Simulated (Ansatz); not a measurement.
# Strength of the Si–H bond: C2H2Cl2Si → C2HCl2Si + H

Species: C2H2Cl2Si `C#C[SiH](Cl)Cl`, singlet; C2HCl2Si `C#C[Si](Cl)Cl`, doublet; H atom, doublet. 

Shapes, held fixed at every level: PBE0-D4/def2-TZVP. Programs: Ansatz 0.2.0. The zero-point and thermal change to 298 K, harmonic and unscaled (PBE0-D4/def2-TZVP), is -18.0 kJ/mol.

(1) Estimate ΔH(298 K) of this reaction.

Answers

(1) The highest level, CCSD(T)/CBS estimate, gives ΔH(298 K) = +393.3 kJ/mol; the levels span +308.2 to +393.3. The column of differences is taken from that level and isn't an error. Hartree–Fock misses the correlation of the pair that is broken and comes out low. No measured value is set beside it here. Open shells run unrestricted unless RO is named. The CBS estimate extrapolates MP2 from def2-TZVPP and def2-QZVPP and adds CCSD(T) − MP2 in the triple-zeta set, cores frozen. Times are processor times on shared x86 and Arm servers, and rough.

```json
{"level": "HF/def2-SVP", "kind": "Hartree–Fock", "ΔH(298 K) (kJ/mol)": "+308.2", "less CCSD(T)/CBS estimate": "-85.1", "CPU time (sum over the molecules)": "–"}
{"level": "PBE-D4/def2-TZVPP", "kind": "GGA", "ΔH(298 K) (kJ/mol)": "+355.1", "less CCSD(T)/CBS estimate": "-38.2", "CPU time (sum over the molecules)": "21 s"}
{"level": "r2SCAN-D4/def2-TZVPP", "kind": "meta-GGA", "ΔH(298 K) (kJ/mol)": "+363.2", "less CCSD(T)/CBS estimate": "-30.1", "CPU time (sum over the molecules)": "43 s"}
{"level": "BHLYP-D4/def2-TZVPP", "kind": "global hybrid", "ΔH(298 K) (kJ/mol)": "+382.2", "less CCSD(T)/CBS estimate": "-11.1", "CPU time (sum over the molecules)": "36 s"}
{"level": "B2PLYP/def2-TZVPP", "kind": "double hybrid", "ΔH(298 K) (kJ/mol)": "+378.5", "less CCSD(T)/CBS estimate": "-14.8", "CPU time (sum over the molecules)": "44 s"}
{"level": "CCSD(T)/def2-TZVPP", "kind": "coupled cluster or CI", "ΔH(298 K) (kJ/mol)": "+385.8", "less CCSD(T)/CBS estimate": "-7.5", "CPU time (sum over the molecules)": "13 min"}
{"level": "CCSD/def2-TZVPP", "kind": "coupled cluster or CI", "ΔH(298 K) (kJ/mol)": "+386.3", "less CCSD(T)/CBS estimate": "-7.0", "CPU time (sum over the molecules)": "–"}
{"level": "CCSD(T)/CBS estimate", "kind": "coupled cluster or CI", "ΔH(298 K) (kJ/mol)": "+393.3", "less CCSD(T)/CBS estimate": "0.0", "CPU time (sum over the molecules)": "16 min"}
```
